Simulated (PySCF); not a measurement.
## C₆ coefficients of unlike pairs at UHF

Calculated with PySCF 2.14 from the dipole response of each species, C₆(A,B) = (3/π) ∫ α_A(iu) α_B(iu) du, in atomic units, from isotropic polarisabilities. For ions this is the dispersion term alone; charge-induced terms of lower order in 1/R come first.

```json
{"species": "Te", "configuration": "[Kr] 4d10 5s2 5p4 (3P)", "basis": "aug-cc-pwCVTZ-DK3 with one added diffuse shell each of s, p, d, f type (11s10p8d5f1g)", "relativity": "spin-free X2C", "α (bohr³)": "38.15", "C₆ (like pair)": "420.1"}
{"species": "Nb+", "configuration": "[Kr] 4d4 (5D)", "basis": "def2-QZVPPD with the def2 core potential (28 electrons) (7s5p4d3f2g)", "relativity": "core potential", "α (bohr³)": "22.25", "C₆ (like pair)": "140.0"}
{"species": "Ag", "configuration": "[Kr] 4d10 5s1 (2S)", "basis": "aug-cc-pwCVDZ-PP with ECP28MDF (6s6p5d3f)", "relativity": "core potential", "α (bohr³)": "82.84", "C₆ (like pair)": "672.7"}
{"species": "B", "configuration": "[He] 2s2 2p1 (2P)", "basis": "aug-cc-pVQZ (6s5p4d3f2g)", "relativity": "none", "α (bohr³)": "22.21", "C₆ (like pair)": "106.1"}
```

Question: Estimate C₆ for B with Ag.

Answer: The integral gives 253.3. The combination rule 2 C_A C_B / (C_A α_B/α_A + C_B α_A/α_B) gives 247.8 and the geometric mean 267.2.

No spin-orbit coupling is included.

The other pairs:

| pair | C₆ |
| --- | --- |
| B, Nb+ | 118.4 |
| Ag, Te | 485.5 |
| Nb+, Te | 240.8 |
| B, Te | 208.9 |
| Ag, Nb+ | 277.5 |
